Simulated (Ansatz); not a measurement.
This geometry of CH5BO + H2S (11 atoms, charge 0, multiplicity 1) is a first-order saddle point.

The calculation used Ansatz, RKS PBE-D4/6-31G*.

```xyz
11
Properties=species:S:1:pos:R:3
B -0.051 0.272 0.209
O -0.115 -0.191 1.688
H -1.014 -0.549 1.855
H 1.054 0.100 -0.243
C -1.348 -0.063 -0.645
H -1.415 -1.156 -0.811
H -2.297 0.253 -0.168
H -1.313 0.406 -1.643
S -0.110 2.330 0.796
H 1.228 2.471 0.987
H -0.204 1.155 1.837
```

Problem. Which two structures does it join? (They come from a converged band through this point; their orientation in space is the band's.)

Solution. Bonds broken: S9–H11. Bonds formed: B1–S9, O2–H11. CH5BO + H2S becomes CH7BOS.

Image 0:

```xyz
11
Properties=species:S:1:pos:R:3
B -0.492 0.027 -0.126
O -0.638 0.371 1.195
H -1.509 0.096 1.550
H 0.569 0.358 -0.601
C -1.595 -0.724 -0.959
H -1.178 -1.656 -1.383
H -2.513 -0.984 -0.400
H -1.890 -0.113 -1.833
S 1.203 2.892 2.667
H 1.992 2.914 1.562
H 0.468 1.847 2.186
```

Image 8:

```xyz
11
Properties=species:S:1:pos:R:3
B -0.030 0.517 0.140
O -0.188 -0.228 1.756
H -1.103 -0.589 1.781
H 1.061 0.127 -0.193
C -1.320 0.006 -0.649
H -1.369 -1.098 -0.704
H -2.282 0.373 -0.239
H -1.274 0.366 -1.692
S -0.087 2.369 0.591
H 1.243 2.564 0.796
H -0.233 0.620 2.273
```

Problem. How far does it lie above each of them?

Solution. 0.79 eV above the first and 0.46 eV above the second. This is the barrier of this one path; another mechanism may lie lower. The orbitals stay closed-shell, which can raise the energy where a bond breaks towards radicals; this wasn't checked here.

Time of the run: 6.8 min on 1 thread of Arm Neoverse V1, on a shared host, peak memory 0.12 GiB.
